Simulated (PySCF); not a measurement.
A structure optimised at PBE0-D3(BJ)/def2-TZVP, used in a PySCF frequency run:

```
Ga
H 1 1.5699
H 1 1.5699 2 121.11
As 1 2.4128 2 119.35 3 175.12
H 4 1.5205 1 92.85 2 45.44
H 4 1.5205 5 93.76 1 -93.05
```
Charge 0, spin multiplicity 1.

Write its SMILES, formula and point group.

[GaH2][AsH2], AsGaH₄, Cs

What are its rotational constants (standard atomic weights)?

60.446, 2.2593, 2.2182 GHz
